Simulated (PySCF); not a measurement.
Choosing a molecule for a target property.

Species are written as SMILES; each is one conformer at its optimised geometry, gas phase, non-relativistic unless stated. Electronic properties by PySCF.

Dipoles, sizes and rotational constants follow the conformer. The torsions of the flexible species, by atom-mapped SMILES:
- `[CH2:1]=[CH:2][CH2:3][C:4](=[O:5])[Si@@H:6]([NH2:7])[SiH3:8]`: C1–C2–C3–C4 -105°, C2–C3–C4–O5 -94°, C3–C4–Si6–N7 161°, H–N7–Si6–C4 13°, H–N7–Si6–C4 159°
- `[F:1][CH:2]([F:3])[O:4][C@@H:5]([SiH3:6])[C@@H:7]([F:8])[SiH3:9]`: F1–C2–O4–C5 167°, C2–O4–C5–Si6 149°, O4–C5–C7–F8 70°
- `[CH3:1][SiH:2]([CH3:3])[O:4][SiH2:5][C:6]([F:7])([F:8])[F:9]`: C1–Si2–O4–Si5 94°, Si2–O4–Si5–C6 25°, O4–Si5–C6–F7 -179°
- `[CH:1]#[C:2][C:3]#[C:4][C@@H:5]([Cl:6])[C@@H:7]1[CH2:8][CH2:9][SiH2:10]1`: C4–C5–C7–C8 176°
- `[CH:1]#[C:2][CH2:3][C:4]1=[CH:5][SiH2:6][CH:7]=[C:8]([Cl:9])[CH2:10]1`: C2–C3–C4–C5 114°

**Question.** Wanted: HOMO–LUMO gap between 6.6 eV and 8 eV (PBE0/pcSseg-1) and smallest rotational constant below 0.56 GHz (GFN2-xTB), at GFN2-xTB geometries. Which candidate meets both?
A. `C#CCC1=C[SiH2]C=C(Cl)C1`
B. `C=CCC(=O)[Si@@H](N)[SiH3]`
C. `FC(F)O[C@@H]([SiH3])[C@@H](F)[SiH3]`
D. `C1C[SiH2][C@@H]1[C@H](Cl)C#CC#C`
E. `C[SiH](C)O[SiH2]C(F)(F)F`

**Answer.** A. Computed values:
```csv
species,HOMO–LUMO gap,smallest rotational constant
C=CCC(=O)[Si@@H](N)[SiH3],5.38 eV,0.763 GHz
C1C[SiH2][C@@H]1[C@H](Cl)C#CC#C,6.22 eV,0.404 GHz
C#CCC1=C[SiH2]C=C(Cl)C1,6.98 eV,0.477 GHz
FC(F)O[C@@H]([SiH3])[C@@H](F)[SiH3],8.52 eV,0.531 GHz
C[SiH](C)O[SiH2]C(F)(F)F,8.73 eV,0.589 GHz
```
